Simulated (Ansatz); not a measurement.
Basis-set extrapolation for C2H8BNSi (`BN[SiH2]C=C`) (PBE0-D4/def2-TZVP geometry, frozen core, the Gaussian-basis code of Ansatz). Multiplicity 1, RHF reference.

```tsv
	def2-TZVPP	def2-QZVPP
HF	-448.575865	-448.592695
MP2 correlation	-0.759274	-0.810339
CCSD(T) correlation	-0.846749	not run
```

Energies in hartree. Use E(X) = E(∞) + A·exp(−7.88·√X) for Hartree–Fock and E(X) = E(∞) + B·X^(−2.97) for correlation, with X = 3 and 4, and add CCSD(T) minus MP2 of the smaller set to the MP2 limit.

Problem. What is the CCSD(T) energy at the basis-set limit?

Solution. HF limit: -448.592695 + (-0.016830) × 0.13774 = -448.59501. MP2 limit: -0.810339 + (-0.051065) × 0.74074 = -0.84816. Higher-order term: -0.846749 − (-0.759274) = -0.08747. Total: -449.53064 hartree, 283.6 kJ/mol below CCSD(T)/def2-TZVPP.
